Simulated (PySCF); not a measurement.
The isolated species `CB(C)[SiH2][NH][GeH3]` is ionised with synchrotron light (hν = 1150.0 eV). Calculated photoelectron kinetic energies of its computed core levels, recoil neglected:

```json
{"line": "1", "kinetic energy (eV)": "1044.00"}
{"line": "2", "kinetic energy (eV)": "1043.37"}
{"line": "3", "kinetic energy (eV)": "859.96"}
{"line": "4", "kinetic energy (eV)": "746.31"}
```

Method: PySCF, delta-SCF UKS SCAN, pcX-2 on the ionised atom, pcseg-1 elsewhere, spin-free X2C.

Problem. Convert to binding energies and name the level and atom behind each line. Numbering: `[CH3:1][B:2]([CH3:3])[SiH2:4][NH:5][GeH3:6]`.

Solution. Against the vacuum level, binding energy = hν − kinetic energy.

| line | binding energy (eV) | level | atoms | environment |
| --- | --- | --- | --- | --- |
| 1 | 106.00 | Si 2p3/2 | Si4 | SiH2 silicon |
| 2 | 106.63 | Si 2p1/2 | Si4 | SiH2 silicon |
| 3 | 290.04 | C 1s | C1/C3 | sp3 carbon bound to boron |
| 4 | 403.69 | N 1s | N5 | silicon-bound nitrogen |

Out of reach at this photon energy: Si 1s (1845.8 eV).

Problem. Where does line 3 move with hν = 1253.6 eV?

Solution. To 1253.6 − 290.04 = 963.56 eV; every photoline shifts by the change in photon energy, +103.6 eV.

Problem. Which effective nuclear charge Zeff reproduces each element's mean 1s value in the hydrogen-like formula E = 13.606 eV × Zeff²?

Solution. C (Z = 6): mean 290.0 eV, Zeff = 4.62, Z − Zeff = 1.38; N (Z = 7): mean 403.7 eV, Zeff = 5.45, Z − Zeff = 1.55. Means run over the listed sites, weighted by atom count.

Other core shells, valence and Auger electrons aren't listed. Topologically equivalent atoms share the value of their first member; where this conformer doesn't relate them by symmetry, their own values could differ. Not every level is listed. Spin–orbit coupling isn't in the SCF: each 2p doublet comes from a relaxed spin-free hole plus a matrix of the shell (mean-field spin–orbit coupling and the ground-state 2p splitting), with 2p3/2 averaged over its two sublevels. 2p1/2 minus 2p3/2 (ligand field included): Si 0.62 eV. No level of boron or germanium is listed. Geometry: PBE0-D3(BJ)/def2-SVP, one conformer, isolated molecule.

Shape of the structure used: `[CH3:1][B:2]([CH3:3])[SiH2:4][NH:5][GeH3:6]`: C1–B2–Si4–N5 144°, B2–Si4–N5–Ge6 -37°.
